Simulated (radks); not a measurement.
All-electron atom: Ce- in [Xe] 4f1 5d2 6s2. Method: scalar-relativistic Kohn-Sham, PBEsol, spin-polarised, spherical densities, finite nucleus; open shells are filled with parallel spins first (spin-orbit coupling, left out, can overturn this in heavy ions); Fermi nuclear charge, rms radius 4.8771 fm; hard spherical wall at 3.5 bohr; computed with a radial shooting solver on a logarithmic mesh with Libxc functionals.

Local quantities along the radius. ELF = 1/(1 + alpha^2) is the electron localisation function; alpha = (tau - tau_W)/tau_unif compares the Pauli kinetic energy density with that of the uniform gas (summed over spins). tau is taken from the large components.

r (bohr)	ELF	alpha
0.001469	0.999	0.02444
0.001913	0.999	0.02563
0.002491	0.999	0.02772
0.003243	0.999	0.03112
0.004223	0.999	0.03655
0.005499	0.998	0.04538
0.00716	0.996	0.06036
0.009323	0.992	0.08743
0.01214	0.981	0.1404
0.01568	0.942	0.2479
0.02042	0.806	0.4914
0.02659	0.516	0.9676
0.03462	0.328	1.431
0.04508	0.406	1.210
0.0587	0.645	0.7425
0.07644	0.748	0.5804
0.09954	0.607	0.8049
0.1296	0.346	1.375
0.1688	0.457	1.091
0.2198	0.726	0.6139
0.2862	0.692	0.6674
0.3726	0.247	1.745
0.4852	0.404	1.216
0.6318	0.752	0.5746
0.8226	0.583	0.8460
1.071	0.292	1.558
1.395	0.471	1.061
1.816	0.481	1.038
2.365	0.586	0.8398
3.079	0.618	0.7858

On this mesh the ELF has minima near r = 0.035, 0.13, 0.42, 1.1, 2.1 bohr, which separate the shells, and maxima near 0.076 (0.75), 0.25 (0.76), 0.63 (0.75), 1.6 (0.52), 2.7 (0.70).
